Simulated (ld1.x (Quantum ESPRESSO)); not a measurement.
Which change was made? (In, ultrasoft)

- Element: In (Z = 49)
- Generator: ld1.x (Quantum ESPRESSO) 7.5
- Type: ultrasoft
- Functional: PBE
- Relativity: scalar-relativistic
- Frozen core: [Kr] 4d10
- Valence charge: 3
- Reference configuration: 5s2 5p1
- Partial waves: 5s (bound): rcut 2.10, rcutus 2.30 bohr; 5s channel at -0.1 Ry: rcut 2.10, rcutus 2.30 bohr; 5p (bound): rcut 2.30, rcutus 3.05 bohr; 5p channel at 2 Ry: rcut 2.30, rcutus 3.05 bohr
- Local potential: all-electron potential smoothed inside 2.40 bohr (lloc = -1)
- Core correction: a·sin(br)/r model core, default radius (core density twice the valence density)
- Augmentation charge: built from norm-conserving waves at rcut, not smoothed further

Cutoffs, loose and tight: the cutoffs (Ry, on a coarse ladder) from which the occupation-weighted sum of valence levels, in a spherical-Bessel basis at the reference potential, stays within 10 and 1 mRy of its value at 400 Ry. They do not see the model core or the augmentation charge, which bear on the density cutoff. Test errors are all-electron minus pseudo excitation energies from the reference, over the configurations 5s2 5p0; 5s1 5p0; 5s2 5p0.5; 5s0 5p3; 5s1 5p2; 5s2 5p1.3; 5s1 5p1; variants that change the core or the reference have their own tests.

The base gives: outcome: generated; cutoff, loose: 6 Ry; cutoff, tight: 8 Ry; bound ghosts: none; largest test error (meV): -214.

Question: After one change the result is: outcome: generated, overlap not positive; bound ghosts: not determined (overlap not positive); largest test error (meV): -216. Which change was it?
A. core correction a·sin(br)/r model core inside 2.84 bohr
B. core [Kr], valence charge 13; reference 4d10 5s2 5p1; waves now 5s (bound): rcut 2.00, rcutus 2.35 bohr; 5s channel at -0.1 Ry: rcut 2.00, rcutus 2.35 bohr; 5p (bound): rcut 2.05, rcutus 2.20 bohr; 5p channel at 2 Ry: rcut 2.05, rcutus 2.20 bohr; 4d (bound): rcut 1.60, rcutus 1.80 bohr; 4d channel at -0.9 Ry: rcut 1.60, rcutus 1.80 bohr; local potential all-electron potential smoothed inside 1.50 bohr (lloc = -1); core correction Bessel-smoothed model core inside 1.30 bohr
C. type RRKJ; waves now 5p (bound): rc 3.05 bohr; 5s (bound): rc 2.30 bohr; local potential the s channel; rho0 0.02
D. local potential all-electron potential smoothed inside 3.24 bohr (lloc = -1)

Answer: D. The others give: core correction a·sin(br)/r model core inside 2.84 bohr → outcome: generated; cutoff, loose: 6 Ry; cutoff, tight: 8 Ry; bound ghosts: none; largest test error (meV): -135 | type RRKJ; waves now 5p (bound): rc 3.05 bohr; 5s (bound): rc 2.30 bohr; local potential the s channel; rho0 0.02 → outcome: generated; cutoff, loose: 15 Ry; cutoff, tight: 25 Ry; bound ghosts: none; largest test error (meV): -204 | core [Kr], valence charge 13; reference 4d10 5s2 5p1; waves now 5s (bound): rcut 2.00, rcutus 2.35 bohr; 5s channel at -0.1 Ry: rcut 2.00, rcutus 2.35 bohr; 5p (bound): rcut 2.05, rcutus 2.20 bohr; 5p channel at 2 Ry: rcut 2.05, rcutus 2.20 bohr; 4d (bound): rcut 1.60, rcutus 1.80 bohr; 4d channel at -0.9 Ry: rcut 1.60, rcutus 1.80 bohr; local potential all-electron potential smoothed inside 1.50 bohr (lloc = -1); core correction Bessel-smoothed model core inside 1.30 bohr → outcome: generated; cutoff, loose: 35 Ry; cutoff, tight: 60 Ry; bound ghosts: s; largest test error (meV): -66 over the solved tests; test run stopped at test 6 of 7 (negative rho). A file whose overlap is not positive is unfit for use, and its test errors describe a broken file.
